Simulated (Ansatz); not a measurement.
BFH$_{4}$O$_{2}$Si, SMILES `B[Si](O)(O)F`, one more setting.

```yaml
crystal:
  periodic: [false, false, false]
  atoms:
    - {symbol: B, position_ang: [-0.417807, 0.343193, -1.471482]}
    - {symbol: Si, position_ang: [0.115243, 0.107305, 0.362507]}
    - {symbol: O, position_ang: [0.856607, -1.243936, 0.678185]}
    - {symbol: O, position_ang: [-1.116991, 0.169675, 1.318728]}
    - {symbol: F, position_ang: [1.095283, 1.256850, 0.665410]}
    - {symbol: H, position_ang: [-1.441107, 0.766886, -1.764886]}
    - {symbol: H, position_ang: [0.306322, 0.070616, -2.319904]}
    - {symbol: H, position_ang: [1.703765, -1.362261, 0.339575]}
    - {symbol: H, position_ang: [-1.016355, -0.152680, 2.175448]}
basis:
  gaussian: {orbitals: aug-cc-pVTZ}
hamiltonian: {xc: {name: B3LYP5}}
output: {forces: true}
```

```sh
$ ansatz run in.yaml --threads 2 --pin off --events-out ev --progress --plain --max-ram 4352MiB
```

It prints (some lines left out):

```
Functional definition: B3LYP5
1481 factors; their error is unknown
mean field evaluation 1: about -15420.7232 eV, gradient 8.7e1 eV
mean field evaluation 2: about -15402.6908 eV, gradient 1.3e2 eV
mean field evaluation 4: about -15432.2266 eV, gradient 6.3e0 eV
mean field evaluation 8: about -15432.2794 eV, gradient 2.4e-1 eV
mean field evaluation 16: about -15432.2986 eV, gradient 2.8e-4 eV
mean field -15432.29857897 eV, -567.1265123894 hartree, gradient 5.0e-5 eV, S^2 0.000000; 0 other end points of the search recorded, 0 dependent functions left out
reference -15432.29887215 eV, -567.1265231636 hartree; 24, 24 occupied and 302, 302 virtual orbitals, 1481 factors
Total energy: -15432.29887215 eV, -567.1265231636 hartree
Atom 0 at    -0.417807     0.343193    -1.471482 Å, force    -0.064853     0.001302    -0.222509 eV/Å
Atom 1 at     0.115243     0.107305     0.362507 Å, force    -0.748791     0.083141    -1.975414 eV/Å
Atom 2 at     0.856607    -1.243936     0.678185 Å, force    -0.464217    -2.292318     1.316912 eV/Å
Atom 3 at    -1.116991     0.169675     1.318728 Å, force    -2.698438     0.876524     0.012215 eV/Å
Atom 4 at     1.095283     1.256850     0.665410 Å, force     2.112649     2.498859     0.636701 eV/Å
Atom 5 at    -1.441107     0.766886    -1.764886 Å, force    -1.024156     0.428619    -0.359508 eV/Å
Atom 6 at     0.306322     0.070616    -2.319904 Å, force     0.688220    -0.252324    -0.904956 eV/Å
Atom 7 at     1.703765    -1.362261     0.339575 Å, force     2.205758    -0.567079    -0.769826 eV/Å
Atom 8 at    -1.016355    -0.152680     2.175448 Å, force    -0.006173    -0.776724     2.266386 eV/Å
Dipole moment:     0.178203    -0.218188    -0.016556 e Å
```

It took 13 s on 2 threads of an Arm Neoverse V2 on a shared host, with 1.2 GiB of host memory at the peak.
